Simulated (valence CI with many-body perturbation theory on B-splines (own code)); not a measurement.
# Which ion has this spectrum?

A relativistic CI+MBPT calculation for an atom or ion with 13 electrons gives these levels (eV):

```csv
J,Parity,E,g
1/2,odd,0.00,0.65
1/2,even,174.98,2.09
3/2,odd,413.00,1.32
3/2,even,556.36,1.62
5/2,even,575.27,1.33
3/2,even,596.73,0.97
1/2,even,607.34,1.27
3/2,even,655.27,0.83
5/2,even,738.80,1.19
3/2,odd,767.48,1.01
3/2,odd,780.98,0.78
5/2,odd,793.14,1.02
1/2,odd,820.70,0.40
3/2,odd,828.13,1.28
```

The energies are calculated, and their last digits are not significant.

(1) Which is it?
A. Os63+
B. W61+
C. Ta60+
D. Pt65+

## Answers

(1) A. Os63+, ground level (3s^2 3p1/2) J=1/2.
